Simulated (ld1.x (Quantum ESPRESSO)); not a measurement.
Which change was made? (K, PAW)

K (Z = 19), PAW, made with ld1.x (Quantum ESPRESSO) 7.5 (PW91, scalar-relativistic). Core [Ne], reference 3s2 3p6 3d0 4s0.5 4p0 (charge +0.5). Waves: 3s (bound): rcut 1.70, rcutus 2.10 bohr; 4s (bound): rcut 1.70, rcutus 2.10 bohr; 3p (bound): rcut 1.95, rcutus 2.00 bohr; 4p (bound, empty): rcut 1.95, rcutus 2.00 bohr; 3d (bound, empty): rcut 3.95, rcutus 4.55 bohr; 3d channel at 2.2 Ry: rcut 3.95, rcutus 4.55 bohr. Local part: all-electron potential smoothed inside 2.30 bohr (lloc = -2). Core correction: Bessel-smoothed model core inside 1.55 bohr. Augmentation charge: PSQ, inside the norm-conserving radii.

Cutoffs, loose and tight: the cutoffs (Ry, on a coarse ladder) from which the occupation-weighted sum of valence levels, in a spherical-Bessel basis at the reference potential, stays within 10 and 1 mRy of its value at 400 Ry. They do not see the model core or the augmentation charge, which bear on the density cutoff. Test errors are all-electron minus pseudo excitation energies from the reference, over the configurations 3s2 3p6 3d0 4s1 4p0; 3s2 3p6 3d0 4s0 4p0; 3s2 3p6 3d0 4s0 4p1; 3s2 3p5 3d0 4s1 4p0; 3s1 3p6 3d0 4s1 4p0; 3s2 3p6 3d0.5 4s0.5 4p0; 3s2 3p6 3d1 4s0 4p0; variants that change the core or the reference have their own tests. The largest error is taken over the tests solved by every variant that gives reliable tests at all, those not shown here included: 3s2 3p6 3d0 4s0 4p0; 3s2 3p6 3d0 4s0 4p1; 3s2 3p6 3d0 4s1 4p0.

The base gives: outcome: generated; cutoff, loose: 18 Ry; cutoff, tight: 30 Ry; bound ghosts: none; largest test error (meV): -0.1.

Task: After one change the result is: outcome: generated; cutoff, loose: 40 Ry; cutoff, tight: 55 Ry; bound ghosts: none; largest test error (meV): -0.1. Which change was it?
A. waves 3p (bound): rcut 1.95, rcutus 2.18 bohr; 4p (bound): rcut 1.95, rcutus 2.18 bohr
B. waves 3p (bound): rcut 1.22, rcutus 1.30 bohr; 4p (bound): rcut 1.22, rcutus 1.30 bohr
C. waves 3p (bound): rcut 1.95, rcutus 2.98 bohr; 4p (bound): rcut 1.95, rcutus 2.98 bohr

Result: B. The others give: waves 3p (bound): rcut 1.95, rcutus 2.18 bohr; 4p (bound): rcut 1.95, rcutus 2.18 bohr → outcome: generated; cutoff, loose: 15 Ry; cutoff, tight: 30 Ry; bound ghosts: none; largest test error (meV): -0.1 | waves 3p (bound): rcut 1.95, rcutus 2.98 bohr; 4p (bound): rcut 1.95, rcutus 2.98 bohr → outcome: generated; cutoff, loose: 12 Ry; cutoff, tight: 18 Ry; bound ghosts: none; largest test error (meV): +0.2.
